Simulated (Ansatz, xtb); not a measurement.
**Two isomers of C4H3N3**

We compare a, `N#Cc1cn[nH]c1`, a singlet, with b, `N#Cn1cccn1`, a singlet. Both are isolated molecules in the gas phase, relaxed with B3LYP/def2-SVP.

Quicker runs give these differences E(b) − E(a): GFN2-xTB −4.0 kJ/mol; HF/STO-3G +60.7 kJ/mol (at GFN2-xTB geometries); r2SCAN-D4/def2-SVP +78.1 kJ/mol (at GFN2-xTB geometries).

Problem. Which of the two would you expect CCSD(T)/def2-SVP + ΔMP2/def2-TZVPP electronic energies to favour?

Solution. Structure a; the calculation gives E(b) − E(a) = +74.1 kJ/mol.

How the difference moves with the method:

| level | geometry | E(b) − E(a) (kJ/mol) | departure from the last row (kJ/mol) | job, with rough time for the two |
| --- | --- | --- | --- | --- |
| GFN2-xTB | GFN2-xTB | −4.0 | −78.0 | optimisation, 0.33 s |
| HF/STO-3G | GFN2-xTB | +60.7 | −13.3 | single point, 1.2 s |
| r2SCAN-D4/def2-SVP | GFN2-xTB | +78.1 | +4.0 | single point, 6.5 s |
| B3LYP/def2-SVP | B3LYP/def2-SVP | +72.8 | −1.2 | optimisation, 81 s |
| HF/def2-SVP | B3LYP/def2-SVP | +75.3 | +1.3 | part of the CCSD(T) run |
| MP2/def2-SVP | B3LYP/def2-SVP | +81.1 | +7.1 | part of the CCSD(T) run |
| CCSD(T)/def2-SVP | B3LYP/def2-SVP | +74.3 | +0.2 | single point |
| CCSD(T)/def2-SVP + ΔMP2/def2-TZVPP | B3LYP/def2-SVP | +74.1 |  | single point, 95 s |

As drawn, b has 1 C–N, 1 C–H in place of 1 C–C, 1 N–H.

GFN2-xTB puts the two in the other order. The largest departure from CCSD(T)/def2-SVP + ΔMP2/def2-TZVPP is that of GFN2-xTB, 78.0 kJ/mol. The last row adds to CCSD(T) the change of the MP2 difference between the two basis sets, here −0.2 kJ/mol.

With thermal terms from frequencies at re-optimised GFN2-xTB minima (ideal gas, soft modes damped towards free rotors, one conformer each, 298.15 K, 1 atm): on the last row, ΔE + ΔZPE = +73.1, ΔH = +72.9, ΔG = +73.2 kJ/mol.

The correlated steps freeze 7 core orbitals. Run with Ansatz 0.2.0, xtb 6.7.1; the last row on 2 threads of Intel(R) Xeon(R) Processor @ 2.50GHz (Skylake/Cascade Lake) on a shared host.
